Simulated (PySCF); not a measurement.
bicarbonate (CHO3), SMILES [O-]C(=O)O, charge -1. Atoms are numbered in the order given.

```xyz
5

O      0.7858     0.9917     0.0000
C     -0.0663    -0.1490     0.0000
O     -1.2821     0.1348     0.0000
O      0.5265    -1.2298     0.0000
H      0.1565     1.7202     0.0000
```
Charge -1, spin multiplicity 1.

Geometry: PBE0-D3(BJ)/def2-SVPD. One conformer was computed; it need not be the lowest.

Computed with PBE0/pcJ-1 in PySCF.

Isotropic couplings with Fermi-contact, spin-dipole and both spin-orbit terms, one fixed conformer, no vibrational averaging. Isotopes: 13C, 1H.

Q: Estimate the spin–spin coupling constants. (Estimate from the structure and the level; the computed values follow.)

A: 
```
pair   bonds apart  J (Hz)
-----  -----------  ------
C2–H5            2    -4.7
```
